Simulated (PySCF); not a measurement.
Species: C5H9OP.
SMILES with atom numbers: `[CH3:1]/[CH:2]=[CH:3]/[P:4]=[CH:5]\[O:6][CH3:7]` (hydrogens: H8, H9, H10 on C1; H11 on C2; H12 on C3; H13 on C5; H14, H15, H16 on C7)

The same species was optimised twice, with GFN2-xTB and with PBE0-D3(BJ)/def2-SVP (PySCF), and the same property calculations (PySCF, gas phase) were run on both structures.

| coordinate | GFN2-xTB | PBE0-D3(BJ)/def2-SVP | change |
| --- | --- | --- | --- |
| C5–O6 (Å) | 1.354 | 1.337 | -0.017 |
| C2=C3 (Å) | 1.332 | 1.344 | +0.012 |
| P4=C5 (Å) | 1.685 | 1.689 | +0.004 |
| C3–P4 (Å) | 1.804 | 1.805 | +0.001 |
| C1–C2 (Å) | 1.490 | 1.491 | +0.001 |
| O6–C7 (Å) | 1.406 | 1.406 | 0.000 |
| P4–C5–O6 (°) | 125.3 | 127.1 | +1.8 |
| C1–C2–C3 (°) | 124.4 | 125.3 | +0.9 |
| C3–P4–C5 (°) | 100.7 | 101.5 | +0.8 |
| C5–O6–C7 (°) | 116.0 | 116.7 | +0.7 |
| C2–C3–P4 (°) | 122.0 | 121.3 | -0.7 |
| C2–C3–P4–C5 (°) | 180 | 180 | 0 |
| P4–C5–O6–C7 (°) | 180 | 179 | -1 |

Rotational constants: A = 4207, B = 1010, C = 822.6 MHz (GFN2-xTB) against A = 4392, B = 973.7, C = 805.1 MHz (PBE0-D3(BJ)/def2-SVP). Point groups within 0.08 Å: Cs and Cs. Atoms that the bonding makes alike are paired by their places after alignment.

On the GFN2-xTB structure: lowest singlet, TDDFT (eV) 4.56 [CAM-B3LYP/def2-SVPD]; lowest triplet, Tamm–Dancoff (eV) 2.33 [CAM-B3LYP/def2-SVPD]; isotropic polarisability (au) 102.5 [CAM-B3LYP/def2-SVPD]; HOMO (eV) -7.06 [CAM-B3LYP/def2-SVPD]; LUMO (eV) -0.07 [CAM-B3LYP/def2-SVPD]; dipole (D) 2.10 [CAM-B3LYP/def2-SVPD]; HOMO (eV) -5.88 [PBE0/pcSseg-1]; LUMO (eV) -1.09 [PBE0/pcSseg-1]; dipole (D) 2.32 [PBE0/pcSseg-1]; GIAO shielding of C1 (ppm) 161.6 [PBE0/pcSseg-1]; GIAO shielding of C2 (ppm) 39.2 [PBE0/pcSseg-1]; GIAO shielding of C3 (ppm) 49.4 [PBE0/pcSseg-1]; GIAO shielding of P4 (ppm) 192.1 [PBE0/pcSseg-1]; GIAO shielding of C5 (ppm) -11.1 [PBE0/pcSseg-1]; GIAO shielding of O6 (ppm) 190.4 [PBE0/pcSseg-1]; GIAO shielding of C7 (ppm) 125.3 [PBE0/pcSseg-1].

Question: What do these properties become on the PBE0-D3(BJ)/def2-SVP structure?

Answer: 
```csv
property,level,on GFN2-xTB,on PBE0-D3(BJ)/def2-SVP,change
"lowest singlet, TDDFT (eV)",CAM-B3LYP/def2-SVPD,4.56,4.54,-0.02
"lowest triplet, Tamm–Dancoff (eV)",CAM-B3LYP/def2-SVPD,2.33,2.31,-0.02
isotropic polarisability (au),CAM-B3LYP/def2-SVPD,102.5,104.5,+2.0
HOMO (eV),CAM-B3LYP/def2-SVPD,-7.06,-7.01,+0.05
LUMO (eV),CAM-B3LYP/def2-SVPD,-0.07,-0.06,+0.01
dipole (D),CAM-B3LYP/def2-SVPD,2.10,2.18,+0.08
"energy, GFN2-xTB geometry as zero (kcal/mol)",CAM-B3LYP/def2-SVPD,0.0,-0.6,-0.6
HOMO (eV),PBE0/pcSseg-1,-5.88,-5.84,+0.04
LUMO (eV),PBE0/pcSseg-1,-1.09,-1.07,+0.02
dipole (D),PBE0/pcSseg-1,2.32,2.40,+0.08
"energy, GFN2-xTB geometry as zero (kcal/mol)",PBE0/pcSseg-1,0.0,-0.4,-0.4
GIAO shielding of C1 (ppm),PBE0/pcSseg-1,161.6,160.1,-1.5
GIAO shielding of C2 (ppm),PBE0/pcSseg-1,39.2,37.0,-2.2
GIAO shielding of C3 (ppm),PBE0/pcSseg-1,49.4,46.7,-2.7
GIAO shielding of P4 (ppm),PBE0/pcSseg-1,192.1,202.3,+10.2
GIAO shielding of C5 (ppm),PBE0/pcSseg-1,-11.1,-9.5,+1.6
GIAO shielding of O6 (ppm),PBE0/pcSseg-1,190.4,188.8,-1.6
GIAO shielding of C7 (ppm),PBE0/pcSseg-1,125.3,123.8,-1.5
```

The heavy atoms differ by 0.049 Å rms after alignment. Among bonds between heavy atoms C5–O6 changes most (-0.017 Å). Changes are differences of the printed values. Neither structure is proved a minimum here.

Shape of the structure used: `[CH3:1]/[CH:2]=[CH:3]/[P:4]=[CH:5]\[O:6][CH3:7]`: C2–C3–P4–C5 180°, P4–C5–O6–C7 179°.
